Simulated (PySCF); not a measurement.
SMILES CSc1ccccc1C=O, C$_{8}$H$_{8}$OS

Molfile (atoms numbered from 1):
```
C8H8OS
     RDKit          3D

 18 18  0  0  0  0  0  0  0  0999 V2000
    2.5541   -1.7741   -0.3835 C   0  0  0  0  0  0  0  0  0  0  0  0
    2.0354   -0.0539   -0.4341 S   0  0  0  0  0  0  0  0  0  0  0  0
    0.3017   -0.1429   -0.1174 C   0  0  0  0  0  0  0  0  0  0  0  0
   -0.3681   -1.3549    0.0993 C   0  0  0  0  0  0  0  0  0  0  0  0
   -1.7384   -1.3748    0.3452 C   0  0  0  0  0  0  0  0  0  0  0  0
   -2.4784   -0.1927    0.3820 C   0  0  0  0  0  0  0  0  0  0  0  0
   -1.8250    1.0124    0.1686 C   0  0  0  0  0  0  0  0  0  0  0  0
   -0.4487    1.0563   -0.0801 C   0  0  0  0  0  0  0  0  0  0  0  0
    0.1696    2.3831   -0.2967 C   0  0  0  0  0  0  0  0  0  0  0  0
   -0.4420    3.4233   -0.2724 O   0  0  0  0  0  0  0  0  0  0  0  0
    2.0700   -2.3729   -1.1685 H   0  0  0  0  0  0  0  0  0  0  0  0
    3.6355   -1.7517   -0.5751 H   0  0  0  0  0  0  0  0  0  0  0  0
    2.3810   -2.2267    0.6036 H   0  0  0  0  0  0  0  0  0  0  0  0
    0.1747   -2.2993    0.0783 H   0  0  0  0  0  0  0  0  0  0  0  0
   -2.2325   -2.3356    0.5105 H   0  0  0  0  0  0  0  0  0  0  0  0
   -3.5526   -0.2164    0.5753 H   0  0  0  0  0  0  0  0  0  0  0  0
   -2.3554    1.9676    0.1863 H   0  0  0  0  0  0  0  0  0  0  0  0
    1.2703    2.3775   -0.4909 H   0  0  0  0  0  0  0  0  0  0  0  0
  1  2  1  0
  2  3  1  0
  3  4  2  0
  4  5  1  0
  5  6  2  0
  6  7  1  0
  7  8  2  0
  8  9  1  0
  9 10  2  0
  8  3  1  0
  1 11  1  0
  1 12  1  0
  1 13  1  0
  4 14  1  0
  5 15  1  0
  6 16  1  0
  7 17  1  0
  9 18  1  0
M  END
```

Method: quadratic response CAM-B3LYP/aug-cc-pVDZ first hyperpolarisability, Taylor convention, gas phase (PySCF 2.14.0). Geometry: PBE0-D3(BJ)/def2-SVP.

(1) What is the first hyperpolarisability, and how does it disperse?

(2) Which lowest excitations, dipole and polarisabilities go with it?

## Answers

(1) In 10⁻³⁰ esu, Taylor convention; the vector part is βᵢ = ⅓ Σⱼ (βᵢⱼⱼ + βⱼᵢⱼ + βⱼⱼᵢ); β∥ is 3/5 of the vector part along the dipole, the dipole points from − to +:
```csv
process,λ (nm),β vector norm,β∥,β HRS,depolarisation ratio
"static β(0;0,0)",∞,2.22,0.85,1.14,3.03
"second harmonic β(−2ω;ω,ω)",1907,2.65,1.07,1.29,3.36
"Pockels β(−ω;ω,0)",1907,2.35,0.92,–,–
"second harmonic β(−2ω;ω,ω)",1064,4.11,1.80,1.79,4.46
"Pockels β(−ω;ω,0)",1064,2.69,1.08,–,–
```

(2) S1 3.75 eV (f = 0.000); S2 3.99 eV (f = 0.073); S3 5.02 eV (f = 0.043); dipole 4.80 D; isotropic α 121.7 au static, 122.2 au at 1907 nm, 123.6 au at 1064 nm, 124.1 au at 953.5 nm, 130.3 au at 532 nm.
